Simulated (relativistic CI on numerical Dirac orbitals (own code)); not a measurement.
The 30-electron sequence from Sn XXI to Tm XL

Method of calculation: Dirac-Coulomb-Breit CI, separate exchange-only KLI orbitals for each configuration, QED by a radiative potential, unscaled Slater integrals (own radial code, finite nucleus).

CI space (outside the closed core [Ar] 3d10): 4s2, 4s.4p, 4p2, 4s.4d, 4d2, 4s.4f, 4p.4d. Levels of other configurations are missing.

Energies above each ion's lowest level, in eV. Levels are followed by their leading LS label, which can pass from one level to another where the coupling changes.

```csv
Ion,4s2 1S_0,4s.4p 3P°_0,4s.4p 3P°_1,4s.4p 3P°_2,4s.4p 1P°_1
Sn XXI,0,38.41,40.707,49.759,61.174
Sb XXII,0,40.21,42.698,52.976,64.682
Te XXIII,0,42.021,44.704,56.332,68.323
I XXIV,?,?,?,?,?
Xe XXV,0,45.681,48.763,63.489,76.046
Cs XXVI,0,47.53,50.816,67.309,80.145
Ba XXVII,0,49.393,52.884,71.302,84.415
La XXVIII,0,51.27,54.969,75.477,88.868
Ce XXIX,0,53.162,57.069,79.845,93.513
Pr XXX,0,55.07,59.186,84.415,98.361
Nd XXXI,0,56.993,61.319,89.199,103.42
Pm XXXII,0,58.932,63.469,94.208,108.71
Sm XXXIII,0,60.886,65.634,99.451,114.23
Eu XXXIV,0,62.86,67.819,104.95,120.01
Gd XXXV,0,64.851,70.021,110.7,126.05
Tb XXXVI,0,66.865,72.247,116.73,132.36
Dy XXXVII,0,68.89,74.483,123.05,138.96
Ho XXXVIII,0,70.941,76.746,129.67,145.87
Er XXXIX,0,73.009,79.026,136.61,153.1
Tm XL,0,75.102,81.331,143.88,160.66
```

Problem. Fill in the row of I XXIV.

Solution. 4s2 1S_0 0, 4s.4p 3P°_0 43.845, 4s.4p 3P°_1 46.726, 4s.4p 3P°_2 59.833, 4s.4p 1P°_1 72.108 (eV).

The lowest level keeps the configuration 4s2 and J = 0 throughout.

Between Z = 66 and 69 the energy of 4s.4p 3P°_0 follows a local power law Z^1.9. For orientation: electrostatic splittings inside a shell grow about linearly with the screened charge, excitations that change n as its square, and fine structure as its fourth power; written in Z itself the exponents are larger, since the screened charge grows faster in proportion.
